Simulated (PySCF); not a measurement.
C2H5ClSi2. Atoms are numbered in the order given.

```xyz
10

C      2.2608     1.9258    -0.2269
C      1.4701     1.0496     0.0711
Si     0.2211    -0.2079     0.5188
Si    -1.9157     0.7390     0.4053
Cl     0.2895    -1.7668    -0.8528
H      2.9652     2.6952    -0.4907
H      0.5533    -0.7649     1.8596
H     -2.1418     1.2314    -0.9860
H     -2.9401    -0.2938     0.7456
H     -2.0199     1.8794     1.3660
```

Geometry optimised at PBE0-D3(BJ)/def2-SVP. The structure was generated by enumeration; whether it is a known compound was not checked.

Method: PBE/def2-TZVP run with PySCF.

The molecule is in vacuum.

```yaml
total_energy: -1117.85131 hartree
highest_occupied_level: -6.84 eV
lowest_empty_level: -1.96 eV
orbital_gap: 4.89 eV
dipole_moment: 1.56 D
quadrupole, principal values (traceless, Buckingham form, about the centre of nuclear charge): -5.23, -3.14, 8.37 D·Å
mean_static_polarisability: 91.7 bohr³ (13.58 Å³)
polarisability_principal_values: 72.3, 91.7, 111.0 bohr³
```
